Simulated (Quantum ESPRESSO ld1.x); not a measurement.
All-electron atom: Hg III in [Xe] 4f14 5d10. All-electron calculation, Dirac Kohn-Sham, LDA (Slater exchange, Hedin-Lundqvist correlation), spin-unpolarised, spherical densities, point nucleus. Program: ld1.x of Quantum ESPRESSO 7.5.

Unscreened Slater integrals over Kohn-Sham orbitals (cm^-1). Large and small components are both included.

integral          value
F0(5d5/2,5d5/2)  135410
F2(5d5/2,5d5/2)   69805
F4(5d5/2,5d5/2)   46109
F0(5d5/2,5d3/2)  137910
F2(5d5/2,5d3/2)   71071
G2(5d5/2,5d3/2)   70963
G4(5d5/2,5d3/2)   46915
F0(5d5/2,5p3/2)  154280
F2(5d5/2,5p3/2)   76295
G1(5d5/2,5p3/2)   92536
G3(5d5/2,5p3/2)   57150
F0(5d5/2,5p1/2)  158710
G3(5d5/2,5p1/2)   51988
F0(5d5/2,4f7/2)  176500
F2(5d5/2,4f7/2)   40240
F4(5d5/2,4f7/2)   18542
G1(5d5/2,4f7/2)   12400
G3(5d5/2,4f7/2)   11952
G5(5d5/2,4f7/2)  9639.7
F0(5d3/2,5d3/2)  140570
F2(5d3/2,5d3/2)   72562
F0(5d3/2,5p3/2)  158120
F2(5d3/2,5p3/2)   79433
G1(5d3/2,5p3/2)   98009
G3(5d3/2,5p3/2)   60559
F0(5d3/2,5p1/2)  162970
G1(5d3/2,5p1/2)   90448
F0(5d3/2,4f7/2)  182490
F2(5d3/2,4f7/2)   43219
G3(5d3/2,4f7/2)   13154
G5(5d3/2,4f7/2)   10577
F0(5p3/2,5p3/2)  184830
F2(5p3/2,5p3/2)   99333
F0(5p3/2,5p1/2)  193210
G2(5p3/2,5p1/2)  100840
F0(5p3/2,4f7/2)  229080
F2(5p3/2,4f7/2)   69353
G2(5p3/2,4f7/2)   24843
G4(5p3/2,4f7/2)   21400
F0(5p1/2,5p1/2)  203300
F0(5p1/2,4f7/2)  248230
G4(5p1/2,4f7/2)   27655
F0(4f7/2,4f7/2)  412590
F2(4f7/2,4f7/2)  205760
F4(4f7/2,4f7/2)  131210
F6(4f7/2,4f7/2)   95024
